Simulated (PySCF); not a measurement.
Ions at one geometry of [CeCl3(H2O)]+

PySCF 2.14.0, RKS PBE0, Ce def2-SVP with ECP28, Cl def2-SVP, O def2-SVP, H def2-SVP; non-relativistic Hamiltonian with scalar-relativistic core potentials where named; density fitting; no spin-orbit coupling; singlets restricted, open shells unrestricted. The geometry is relaxed for charge +1, singlet, vacuum:

```xyz
7

Ce   -0.0111    0.0311   -0.0311
Cl    1.1874    1.6617    1.2992
Cl   -1.5544   -1.2842    1.2842
Cl    1.1874   -1.2992   -1.6617
O    -1.3997    1.4263   -1.4263
H    -1.7369    2.3128   -1.2156
H    -1.7369    1.2156   -2.3128
```

Energies count from the relaxed state; an electron taken off or put on is at rest in vacuum. Charges and spins are Mulliken's.

```
                     state  energy (eV)  spin squared  charge on Ce1 (e)  spin on Ce1 (e)  dipole about the centre of mass (D)
charge +1, singlet, vacuum         0.00          0.00               1.12             0.00                                 6.75
 charge 0, doublet, vacuum        -8.19          0.75               0.89             1.02                                 7.56
```

Problem. What does the state charge +2, doublet, vacuum give?

Solution. energy (eV) 15.74, spin squared 0.80, charge on Ce1 (e) 1.22, spin on Ce1 (e) -0.19, dipole about the centre of mass (D) 5.27.

With an electron taken off (doublet) the charges change, summed by element, by Ce +0.10 e, Cl +0.85 e, O +0.00 e, H +0.05 e. The vertical ionisation energy is 15.74 eV, against −ε(HOMO) = 13.78 eV of the relaxed state. The level lies 2.0 eV too high, as is usual for semilocal functionals and global hybrids, which keep a self-interaction error.

With an electron put on (doublet) the charges change, summed by element, by Ce -0.23 e, Cl -0.72 e, O +0.01 e, H -0.06 e. The vertical electron affinity is 8.19 eV, against −ε(LUMO) = 9.66 eV of the relaxed state.

Open shells may have lower solutions than those found.

No other spin state of this charge was computed.
